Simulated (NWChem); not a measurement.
System: CH₇GeN; SMILES [CH3][GeH2][NH2]

Parts of the log:

```
             Northwest Computational Chemistry Package (NWChem) 7.3.0
             --------------------------------------------------------

                             Geometry "geometry" -> ""
                             -------------------------

 Output coordinates in angstroms (scale by  1.889725989 to convert to a.u.)

  No.       Tag          Charge          X              Y              Z
 ---- ---------------- ---------- -------------- -------------- --------------
    1 Ge                  32.0000    -0.34694700     0.04730700     0.00000000
    2 C                    6.0000     0.64619500    -1.64204200     0.00000000
    3 N                    7.0000     0.68970500     1.56975700     0.00000000
    4 H                    1.0000    -1.22536100     0.12665300     1.26561300
    5 H                    1.0000    -1.22536100     0.12665300    -1.26561300
    6 H                    1.0000     1.28474100    -1.71882300    -0.89273300
    7 H                    1.0000     1.28474100    -1.71882300     0.89273300
    8 H                    1.0000    -0.05151400    -2.49359200     0.00000000
    9 H                    1.0000     1.27610600     1.67994100    -0.82338800
   10 H                    1.0000     1.27610600     1.67994100     0.82338800

 Effective nuclear repulsion energy (a.u.)     208.3520752976

                              NWChem Property Module
                              ----------------------

  itol2e modified to match energy
  convergence criterion.

                                 NWChem DFT Module
                                 -----------------

 Summary of "ao basis" -> "ao basis" (spherical)
 ------------------------------------------------------------------------------
       Tag                 Description            Shells   Functions and Types
 ---------------- ------------------------------  ------  ---------------------
 Ge                         def2-svp                12       32   5s4p3d
 C                          def2-svp                 6       14   3s2p1d
 N                          def2-svp                 6       14   3s2p1d
 H                          def2-svp                 3        5   2s1p

  itol2e modified to match energy
  convergence criterion.

            General Information
            -------------------
          SCF calculation type: DFT
          Wavefunction type:  closed shell.
          No. of atoms     :    10
          No. of electrons :    52
           Alpha electrons :    26
            Beta electrons :    26
          Charge           :     0
          Spin multiplicity:     1
          Use of symmetry is: off; symmetry adaption is: off
          Maximum number of iterations: 150
          AO basis - number of functions:    95
                     number of shells:    45
          Convergence on energy requested:  1.00D-07
          Convergence on density requested:  1.00D-05
          Convergence on gradient requested:  5.00D-04

              XC Information
              --------------
                         B3LYP Method XC Potential
                     Hartree-Fock (Exact) Exchange  0.200
                        Slater Exchange Functional  0.800 local
                    Becke 1988 Exchange Functional  0.720 non-local
              Lee-Yang-Parr Correlation Functional  0.810
                  VWN I RPA Correlation Functional  0.190 local

             Grid Information
             ----------------
          Grid used for XC integration:  fine
          Radial quadrature: Mura-Knowles
          Angular quadrature: Lebedev.
          Tag              B.-S. Rad. Rad. Pts. Rad. Cut. Ang. Pts.
          ---              ---------- --------- --------- ---------
          Ge                  1.25      140           9.0       974
          C                   0.70       70          10.0       590
          N                   0.65       70          11.0       590
          H                   0.35       60          12.0       590
          Grid pruning is: on
          Number of quadrature shells:   700
          Spatial weights used:  Erf1

      Superposition of Atomic Density Guess
      -------------------------------------

 Sum of atomic energies:       -2170.40743554

      Non-variational initial energy
      ------------------------------

 Total energy =   -2171.900690
 1-e energy   =   -3436.615638
 2-e energy   =    1056.362873
 HOMO         =      -0.327722
 LUMO         =       0.061161

   convergence    iter        energy       DeltaE   RMS-Dens  Diis-err
 ---------------- ----- ----------------- --------- --------- ---------
 d= 0,ls=0.0,diis     1  -2173.7495573877 -2.38D+03  9.99D-03  3.76D-01
 d= 0,ls=0.0,diis     2  -2173.7537841568 -4.23D-03  5.83D-03  3.52D-01
 d= 0,ls=0.0,diis     3  -2173.7894071587 -3.56D-02  1.56D-03  4.63D-02
 d= 0,ls=0.0,diis     4  -2173.7942958648 -4.89D-03  3.52D-04  1.92D-03
 d= 0,ls=0.0,diis     5  -2173.7944673341 -1.71D-04  1.12D-04  1.91D-04
  Resetting Diis
 d= 0,ls=0.0,diis     6  -2173.7944934217 -2.61D-05  1.39D-05  4.64D-06
 d= 0,ls=0.0,diis     7  -2173.7944937988 -3.77D-07  6.30D-06  2.59D-07
 d= 0,ls=0.0,diis     8  -2173.7944937937  5.06D-09  3.21D-06  3.59D-07

         Total DFT energy =    -2173.794493793728
      One electron energy =    -3439.485172592659
           Coulomb energy =     1151.397231561816
    Exchange-Corr. energy =      -94.058628060445
 Nuclear repulsion energy =      208.352075297560

 Numeric. integr. density =       52.000000720432

                       DFT Final Molecular Orbital Analysis
                       ------------------------------------

 Vector   24  Occ=2.000000D+00  E=-3.218211D-01
              MO Center= -7.7D-01,  1.5D-02, -1.8D-06, r^2= 2.9D+00
   Bfn.  Coefficient  Atom+Function         Bfn.  Coefficient  Atom+Function
  ----- ------------  ---------------      ----- ------------  ---------------
    61      0.319623   4 H  s                66     -0.319624   5 H  s
    14      0.303390   1 Ge pz               62      0.198378   4 H  s
    67     -0.198379   5 H  s                11     -0.181282   1 Ge pz
    17      0.161666   1 Ge pz               38     -0.122411   2 C  pz
    71      0.103805   6 H  s                76     -0.103805   7 H  s

[...]

          -----------------------
          Electric field gradient
          -----------------------

 1 a.u. = 0.324123 10**(16) esu/cm**3  ( or statvolts/cm**2 ) = 0.97174 10**(22) v/m**2

 ------------------------------------------------------------
   Atom      X         Y         Z
 ------------------------------------------------------------
    1 Ge  -0.65563   0.08940   0.00000
 ------------------------------------------------------------

 Electric field gradient in molecular frame (a.u.)
         XX             YY             ZZ             XY             XZ             YZ
 ------------------------------------------------------------------------------------------
       -0.061090      -0.192673       0.253763      -0.429105       0.000000       0.000000

 Principal components (a.u.) and orientation
 of principal axis w.r.t. absolute frame                      Asymmetry parameter eta
 --------------------------------------------------------------------------------------
       -0.561001       0.307238       0.253763                       0.095320

        0.651325       0.758799       0.000000
        0.758799      -0.651325       0.000000
       -0.000000      -0.000000       1.000000

 ------------------------------------------------------------
   Atom      X         Y         Z
 ------------------------------------------------------------
    2 C    1.22113  -3.10301   0.00000
 ------------------------------------------------------------

 Electric field gradient in molecular frame (a.u.)
         XX             YY             ZZ             XY             XZ             YZ
 ------------------------------------------------------------------------------------------
       -0.007858       0.031263      -0.023404      -0.032702      -0.000000       0.000000

 Principal components (a.u.) and orientation
 of principal axis w.r.t. absolute frame                      Asymmetry parameter eta
 --------------------------------------------------------------------------------------
        0.049808      -0.026404      -0.023404                       0.060224

       -0.493296       0.869862       0.000000
        0.869862       0.493296       0.000000
        0.000000      -0.000000       1.000000

 ------------------------------------------------------------
   Atom      X         Y         Z
 ------------------------------------------------------------
    3 N    1.30335   2.96641   0.00000
 ------------------------------------------------------------

 Electric field gradient in molecular frame (a.u.)
         XX             YY             ZZ             XY             XZ             YZ
 ------------------------------------------------------------------------------------------
        0.115823       0.449308      -0.565131      -0.621086      -0.000000       0.000000

 Principal components (a.u.) and orientation
 of principal axis w.r.t. absolute frame                      Asymmetry parameter eta
 --------------------------------------------------------------------------------------
        0.925645      -0.565131      -0.360514                       0.221053

       -0.608569      -0.000000       0.793501
        0.793501      -0.000000       0.608569
        0.000000       1.000000       0.000000

 ------------------------------------------------------------
   Atom      X         Y         Z
 ------------------------------------------------------------
    4 H   -2.31560   0.23934   2.39166
 ------------------------------------------------------------

 Electric field gradient in molecular frame (a.u.)
         XX             YY             ZZ             XY             XZ             YZ
 ------------------------------------------------------------------------------------------
        0.001507       0.070382      -0.071889       0.004430       0.098703      -0.008736

 Principal components (a.u.) and orientation
 of principal axis w.r.t. absolute frame                      Asymmetry parameter eta
 --------------------------------------------------------------------------------------
       -0.140941       0.071864       0.069077                       0.019778

       -0.569906      -0.480241       0.666765
        0.045862       0.791582       0.609340
        0.820429      -0.377845       0.429103

 ------------------------------------------------------------
   Atom      X         Y         Z
 ------------------------------------------------------------
    5 H   -2.31560   0.23934  -2.39166
 ------------------------------------------------------------

 Electric field gradient in molecular frame (a.u.)
         XX             YY             ZZ             XY             XZ             YZ
 ------------------------------------------------------------------------------------------
        0.001507       0.070382      -0.071889       0.004430      -0.098703       0.008736

 Principal components (a.u.) and orientation
 of principal axis w.r.t. absolute frame                      Asymmetry parameter eta
 --------------------------------------------------------------------------------------
       -0.140941       0.071864       0.069077                       0.019778

        0.569906      -0.480241       0.666765
       -0.045862       0.791582       0.609340
        0.820429       0.377845      -0.429102

 ------------------------------------------------------------
   Atom      X         Y         Z
 ------------------------------------------------------------
    6 H    2.42781  -3.24810  -1.68702
 ------------------------------------------------------------

 Electric field gradient in molecular frame (a.u.)
         XX             YY             ZZ             XY             XZ             YZ
 ------------------------------------------------------------------------------------------
       -0.001702       0.151271      -0.149569       0.014302       0.212423      -0.024284

 Principal components (a.u.) and orientation
 of principal axis w.r.t. absolute frame                      Asymmetry parameter eta
 --------------------------------------------------------------------------------------
       -0.302296       0.154191       0.148105                       0.020131

       -0.577973      -0.327055       0.747651
        0.061790       0.896007       0.439719
        0.813713      -0.300344       0.497659

 ------------------------------------------------------------
   Atom      X         Y         Z
 ------------------------------------------------------------
    7 H    2.42781  -3.24810   1.68702
 ------------------------------------------------------------

 Electric field gradient in molecular frame (a.u.)
         XX             YY             ZZ             XY             XZ             YZ
 ------------------------------------------------------------------------------------------
       -0.001702       0.151271      -0.149569       0.014302      -0.212423       0.024284

 Principal components (a.u.) and orientation
 of principal axis w.r.t. absolute frame                      Asymmetry parameter eta
 --------------------------------------------------------------------------------------
       -0.302296       0.154191       0.148105                       0.020131

        0.577973      -0.327055       0.747651
       -0.061790       0.896007       0.439719
        0.813713       0.300344      -0.497659

 ------------------------------------------------------------
   Atom      X         Y         Z
 ------------------------------------------------------------
    8 H   -0.09735  -4.71221   0.00000
 ------------------------------------------------------------

 Electric field gradient in molecular frame (a.u.)
         XX             YY             ZZ             XY             XZ             YZ
 ------------------------------------------------------------------------------------------
       -0.032560      -0.115038       0.147598      -0.223548      -0.000000      -0.000000

 Principal components (a.u.) and orientation
 of principal axis w.r.t. absolute frame                      Asymmetry parameter eta
 --------------------------------------------------------------------------------------
       -0.301119       0.153521       0.147598                       0.019669

        0.639760       0.768575       0.000000
        0.768575      -0.639760      -0.000000
        0.000000      -0.000000       1.000000

 ------------------------------------------------------------
   Atom      X         Y         Z
 ------------------------------------------------------------
    9 H    2.41149   3.17463  -1.55598
 ------------------------------------------------------------

 Electric field gradient in molecular frame (a.u.)
         XX             YY             ZZ             XY             XZ             YZ
 ------------------------------------------------------------------------------------------
        0.000182       0.208807      -0.208989      -0.060717       0.268213       0.042754

 Principal components (a.u.) and orientation
 of principal axis w.r.t. absolute frame                      Asymmetry parameter eta
 --------------------------------------------------------------------------------------
       -0.400245       0.230849       0.169396                       0.153539

       -0.564745      -0.450385       0.691532
       -0.113680       0.872418       0.475357
        0.817398      -0.189842       0.543893

[...]
```

Level: B3LYP/def2-SVP. The geometry was optimised at PBE0/def2-SVP. NWChem prints the field gradient with the sign opposite to the second derivative of the potential.

Q: Reconstruct the input file.

A: This is not unique; one that fits is the input that was run:
```
start job
memory heap 200 mb stack 900 mb global 1100 mb
geometry units angstroms noautosym nocenter noautoz
  Ge    -0.346947     0.047307     0.000000
  C      0.646195    -1.642042     0.000000
  N      0.689705     1.569757     0.000000
  H     -1.225361     0.126653     1.265613
  H     -1.225361     0.126653    -1.265613
  H      1.284741    -1.718823    -0.892733
  H      1.284741    -1.718823     0.892733
  H     -0.051514    -2.493592     0.000000
  H      1.276106     1.679941    -0.823388
  H      1.276106     1.679941     0.823388
end
basis spherical
  Ge library def2-svp
  C library def2-svp
  N library def2-svp
  H library def2-svp
end
dft
  xc b3lyp
  iterations 150
end
property
  efieldgrad
end
task dft property
```
